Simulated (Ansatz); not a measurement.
Born–Oppenheimer molecular dynamics of CH7Cl2NSi2 (13 atoms, charge 0, multiplicity 1). It starts from a relaxed structure.

The calculation used Ansatz 0.2.0, RKS PBE0/6-31G.

| Quantity | Value |
| --- | --- |
| ensemble | NVT, Langevin thermostat |
| time step | 0.5 fs |
| steps asked | 300 |
| set temperature | 1000 K |
| friction | 0.01 /fs |
| temperature schedule | 75 steps to 1000 K, then 225 steps to 250 K |
| seed | 532727 |

First frame:

```xyz
13
Properties=species:S:1:pos:R:3
N 0.131 -2.537 0.027
Si 0.582 -0.895 0.381
Cl 2.642 -0.400 -0.269
C -0.500 0.317 -0.592
Si -0.377 2.134 -0.057
Cl -1.333 2.301 1.908
H 0.330 -3.295 0.661
H -0.175 -2.833 -0.887
H 0.601 -0.711 1.861
H -0.220 0.259 -1.653
H -1.545 -0.005 -0.504
H 1.033 2.599 0.113
H -1.150 3.031 -0.974
```

Problem. How far do the bonds stretch over the last three quarters of this one trajectory? (Pairs bonded in most of those frames.)

Solution. 
```
   bond  mean (Å)  spread (Å)  shortest  longest
 N1–Si2     1.747       0.032      1.70     1.83
  N1–H7     1.011       0.016      0.97     1.05
  N1–H8     1.013       0.027      0.96     1.08
Si2–Cl3     2.249       0.078      2.13     2.38
 Si2–C4     1.919       0.072      1.80     2.08
 Si2–H9     1.491       0.030      1.41     1.57
 C4–Si5     1.897       0.053      1.81     1.99
 C4–H10     1.111       0.060      1.01     1.22
 C4–H11     1.106       0.039      1.03     1.18
Si5–Cl6     2.207       0.068      2.10     2.31
Si5–H12     1.499       0.029      1.43     1.57
Si5–H13     1.503       0.053      1.40     1.61
```

Mean temperature of the second half: 645 K. The schedule's set-point averaged 500 K over the second half and the system 645 K, so it lags behind the ramp. A run of 0.15 ps of so small a system gives no equilibrium averages. Limits of this set-up: no polarisation functions.

Run time: 22 min on 1 CPU thread of a shared host.
